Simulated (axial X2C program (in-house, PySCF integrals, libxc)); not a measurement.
## Which molecule has these constants?

Computed with an axial X2C code built on PySCF integrals, spin-free (one-electron X2C) or two-component (2c: spin–orbit coupling with atomic mean-field Coulomb and Gaunt terms, which also bring small scalar terms), in Dyall basis sets with cores contracted in-house; open shells are unrestricted.

A two-component PBE0 calculation in a Dyall 3-zeta basis gave Re = 2.107 Å, ωe = 529.8 cm⁻¹, De = 2.08 eV, dipole magnitude 2.73 D, Ω = 2.

Question: Which molecule is it?
A. PbF
B. BePb
C. PbC
D. PbN
E. PbB

Answer: C. The others have PbF 2.067 Å and 497.7 cm⁻¹ (Ω = 1/2); PbN 2.085 Å and 491.8 cm⁻¹ (Ω = 3/2); BePb 2.528 Å and 298.5 cm⁻¹ (Ω = 0); PbB 2.229 Å and 481.9 cm⁻¹ (Ω = 3/2).

Each entry is the lowest single determinant of a limited PBE0 search at one distance. De goes to single-determinant-based atoms at the same level (for ions the charge split of lowest energy) and is withheld (n/a) where an atom does not fit its ground term or J level. Main or longest-lived isotopes. One determinant is a doubtful description, or other states lie close, for PbC, PbN, BePb, PbB; these need not be ground states, and all values refer to the states named. Some open-shell Ω = 0 determinants are out of reach, so the Ω given for PbC need not be the lowest component. With several unpaired electrons the Ω given is that of one determinant, not necessarily of the lowest component. Some light 2c atoms are not at their ground J level, so De misses part of their lowering (0.04 eV or less). The functionals have no current term, which raises determinants with orbital currents.
